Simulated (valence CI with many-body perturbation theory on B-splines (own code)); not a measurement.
E1 transitions of Dy35+

Calculated by relativistic CI+MBPT: three valence electrons over a frozen Dirac-Fock core [Ar] 3d10, radial functions for each j: 11 s, 11 p, 10 d, 8 f, 5 g, 2 h, with the one-electron correlation potential Σ1, the two-electron term Σ2, the three-electron term Σ3, Breit, model QED; selected CI, second order for the rest, scaled by the run's own slope (own B-spline code, finite nucleus).

No measured spectrum was set against this ion. As an estimate, large intervals hold to a few tenths of a per cent, small ones and those within an open d or f shell to about a per cent.

Lines 51 to 100 of 534 in falling wavelength, among levels below 4828.2 × 10³ cm⁻¹, chosen from the strongest by gf and those to the six lowest levels. Wavelengths and rates use the calculated energies. Electric multipoles are in the length gauge with retardation, E1 and E2 with the static RPA response of the core. Weak lines are less certain than strong ones. Lines between different terms over intervals too small for the method are left out, as are lines whose strength nearly cancels. Where a level lies close to another of its J and parity, the split of strength between their lines is uncertain. The highest levels of a list are the least certain.

Levels are named by their leading jj configuration (3d3/2^4 stands for four electrons in 3d with j = 3/2), which in mixed levels can hold well under half, so a name can repeat and another be missing. Letters in brackets count levels of one name in rising energy.

| λ vac (nm) | Upper | Lower | A (s⁻¹) | S (a.u.) with core polarisation | S without |
| --- | --- | --- | --- | --- | --- |
| 9.661 | (4s 4p3/2 4f7/2) J=9/2 [a] | (4s^2 4f7/2) J=7/2 | 2.44e+10 | 1.08e-01 | 1.16e-01 |
| 9.621 | (4p3/2 4d3/2 4d5/2) J=11/2 | (4s 4d5/2^2) J=9/2 | 1.90e+10 | 1.00e-01 | 1.07e-01 |
| 9.552 | (4s 4p1/2 4d5/2) J=5/2 [b] | (4s 4p1/2 4p3/2) J=3/2 [b] | 3.08e+09 | 7.95e-03 | 8.58e-03 |
| 9.550 | (4s 4d3/2 4d5/2) J=9/2 | (4s 4p3/2 4d5/2) J=7/2 [a] | 5.31e+10 | 2.28e-01 | 2.45e-01 |
| 9.533 | (4p3/2^2 4f5/2) J=7/2 | (4s 4p3/2 4f5/2) J=5/2 [b] | 3.15e+10 | 1.08e-01 | 1.15e-01 |
| 9.521 | (4p1/2 4p3/2 4d5/2) J=9/2 | (4s 4p1/2 4d5/2) J=7/2 | 4.38e+10 | 1.87e-01 | 2.01e-01 |
| 9.507 | (4p1/2 4p3/2 4f7/2) J=3/2 | (4s 4p1/2 4f7/2) J=5/2 | 6.43e+10 | 1.09e-01 | 1.16e-01 |
| 9.498 | (4s 4p1/2 4d3/2) J=5/2 | (4s 4p1/2 4p3/2) J=3/2 [a] | 1.00e+09 | 2.54e-03 | 2.69e-03 |
| 9.486 | (4s^2 4d3/2) J=3/2 | (4s^2 4p3/2) J=3/2 | 1.55e+10 | 2.62e-02 | 2.81e-02 |
| 9.448 | (4p3/2 4d5/2^2) J=9/2 | (4s 4p3/2 4f5/2) J=9/2 | 2.92e+10 | 1.22e-01 | 1.30e-01 |
| 9.440 | (4p1/2 4p3/2 4f5/2) J=9/2 | (4s 4p1/2 4f7/2) J=9/2 | 3.03e+10 | 1.26e-01 | 1.34e-01 |
| 9.419 | (4s 4p3/2 4f5/2) J=5/2 [b] | (4s 4p3/2 4d5/2) J=5/2 [b] | 8.44e+10 | 2.09e-01 | 2.24e-01 |
| 9.416 | (4p1/2 4p3/2 4f7/2) J=9/2 [a] | (4s 4p1/2 4f7/2) J=7/2 [a] | 1.79e+11 | 7.38e-01 | 7.86e-01 |
| 9.383 | (4p1/2 4p3/2 4f7/2) J=11/2 | (4s 4p1/2 4f7/2) J=9/2 | 1.43e+11 | 7.02e-01 | 7.48e-01 |
| 9.353 | (4p3/2 4d5/2^2) J=11/2 | (4p3/2^2 4d5/2) J=9/2 | 3.58e+10 | 1.73e-01 | 1.86e-01 |
| 9.350 | (4p1/2 4p3/2^2) J=3/2 | (4s 4p1/2 4p3/2) J=5/2 | 2.09e+10 | 3.38e-02 | 3.62e-02 |
| 9.343 | (4p1/2 4p3/2 4f7/2) J=7/2 [a] | (4s 4p1/2 4f7/2) J=9/2 | 3.98e+10 | 1.28e-01 | 1.37e-01 |
| 9.338 | (4p1/2 4p3/2 4f7/2) J=5/2 [c] | (4s 4p1/2 4f7/2) J=7/2 [b] | 9.86e+10 | 2.38e-01 | 2.54e-01 |
| 9.326 | (4s 4p3/2 4d3/2) J=3/2 [b] | (4s^2 4d3/2) J=3/2 | 1.70e+11 | 2.72e-01 | 2.91e-01 |
| 9.324 | (4p1/2 4p3/2 4f7/2) J=9/2 [b] | (4s 4p1/2 4f7/2) J=7/2 [b] | 2.57e+11 | 1.03e+00 | 1.09e+00 |
| 9.311 | (4p1/2 4p3/2 4f7/2) J=7/2 [c] | (4s 4p1/2 4f7/2) J=5/2 | 3.47e+11 | 1.11e+00 | 1.18e+00 |
| 9.282 | (4p3/2 4d5/2^2) J=7/2 [a] | (4s 4d3/2 4d5/2) J=9/2 | 6.52e+10 | 2.06e-01 | 2.19e-01 |
| 9.264 | (4p1/2 4d5/2^2) J=9/2 | (4p1/2 4p3/2 4d5/2) J=7/2 [b] | 5.59e+10 | 2.19e-01 | 2.34e-01 |
| 9.262 | (4p1/2 4p3/2 4d3/2) J=7/2 | (4s 4p1/2 4d3/2) J=5/2 | 4.41e+10 | 1.38e-01 | 1.48e-01 |
| 9.240 | (4s 4p1/2 4d5/2) J=5/2 [a] | (4s 4p1/2 4p3/2) J=5/2 | 4.24e+10 | 9.90e-02 | 1.06e-01 |
| 9.235 | (4p1/2 4p3/2 4f7/2) J=7/2 [b] | (4s 4p1/2 4f7/2) J=7/2 [a] | 3.95e+10 | 1.23e-01 | 1.31e-01 |
| 9.220 | (4p3/2^2 4d3/2) J=3/2 [b] | (4s 4p3/2 4d3/2) J=5/2 [b] | 1.03e+11 | 1.59e-01 | 1.70e-01 |
| 9.193 | (4p3/2^2 4d5/2) J=7/2 | (4s 4p3/2 4d5/2) J=9/2 | 3.33e+10 | 1.02e-01 | 1.09e-01 |
| 9.188 | (4s 4p3/2 4d3/2) J=5/2 [b] | (4s^2 4d3/2) J=3/2 | 4.68e+10 | 1.07e-01 | 1.16e-01 |
| 9.187 | (4p1/2 4p3/2 4d5/2) J=3/2 [b] | (4s 4p1/2 4d5/2) J=5/2 [c] | 1.41e+11 | 2.16e-01 | 2.31e-01 |
| 9.179 | (4p1/2 4p3/2 4d5/2) J=7/2 [b] | (4s 4p1/2 4d5/2) J=7/2 | 3.27e+10 | 9.99e-02 | 1.07e-01 |
| 9.173 | (4p1/2 4p3/2 4f5/2) J=7/2 | (4p1/2 4p3/2 4d5/2) J=5/2 [b] | 3.49e+10 | 1.06e-01 | 1.13e-01 |
| 9.165 | (4p1/2 4p3/2 4f7/2) J=7/2 [b] | (4s 4p1/2 4f5/2) J=5/2 | 6.78e+10 | 2.06e-01 | 2.20e-01 |
| 9.149 | (4p3/2^2 4d5/2) J=7/2 | (4s 4p3/2 4d3/2) J=7/2 | 4.58e+10 | 1.38e-01 | 1.48e-01 |
| 9.145 | (4p1/2 4p3/2 4f5/2) J=9/2 | (4s 4p1/2 4f5/2) J=7/2 | 1.20e+11 | 4.51e-01 | 4.81e-01 |
| 9.141 | (4s 4d3/2 4f5/2) J=7/2 [b] | (4p3/2^2 4d5/2) J=5/2 [a] | 5.40e+10 | 1.63e-01 | 1.73e-01 |
| 9.139 | (4p1/2 4p3/2 4f7/2) J=5/2 [b] | (4s 4p1/2 4f5/2) J=5/2 | 6.50e+10 | 1.47e-01 | 1.57e-01 |
| 9.132 | (4p3/2 4d3/2 4d5/2) J=5/2 [d] | (4s 4d3/2 4d5/2) J=7/2 [b] | 9.14e+10 | 2.06e-01 | 2.20e-01 |
| 9.104 | (4p3/2^2 4f7/2) J=11/2 | (4s 4p3/2 4f5/2) J=9/2 | 5.43e+10 | 2.43e-01 | 2.58e-01 |
| 9.103 | (4s 4d3/2 4d5/2) J=5/2 [a] | (4s 4p3/2 4d3/2) J=3/2 [a] | 5.01e+10 | 1.12e-01 | 1.19e-01 |
| 9.096 | (4s 4d3/2 4f7/2) J=11/2 | (4s 4d5/2^2) J=9/2 | 2.59e+10 | 1.15e-01 | 1.23e-01 |
| 9.096 | (4p1/2 4p3/2^2) J=1/2 | (4s 4p1/2 4p3/2) J=3/2 [b] | 2.14e+11 | 1.59e-01 | 1.70e-01 |
| 9.091 | (4p3/2^2 4f5/2) J=7/2 | (4s 4d5/2^2) J=5/2 | 5.88e+10 | 1.74e-01 | 1.86e-01 |
| 9.089 | (4s 4p3/2 4f5/2) J=9/2 | (4s 4p3/2 4d5/2) J=7/2 [a] | 8.16e+10 | 3.02e-01 | 3.22e-01 |
| 9.084 | (4p3/2^2 4d3/2) J=3/2 [b] | (4s 4p3/2 4d3/2) J=3/2 [b] | 1.02e+11 | 1.51e-01 | 1.61e-01 |
| 9.084 | (4s 4p3/2 4f7/2) J=9/2 [b] | (4s^2 4f7/2) J=7/2 | 5.59e+11 | 2.07e+00 | 2.20e+00 |
| 9.084 | (4p3/2 4d3/2 4d5/2) J=7/2 [b] | (4p3/2^2 4d5/2) J=9/2 | 5.82e+10 | 1.72e-01 | 1.83e-01 |
| 9.083 | (4s 4p1/2 4d3/2) J=3/2 [b] | (4s 4p1/2 4p3/2) J=5/2 | 1.64e+10 | 2.42e-02 | 2.58e-02 |
| 9.083 | (4s 4p1/2 4p3/2) J=3/2 [b] | (4s^2 4p1/2) J=1/2 | 1.48e+11 | 2.19e-01 | 2.34e-01 |
| 9.081 | (4p1/2 4p3/2 4f7/2) J=5/2 [a] | (4s 4p1/2 4f5/2) J=7/2 | 5.33e+10 | 1.18e-01 | 1.26e-01 |
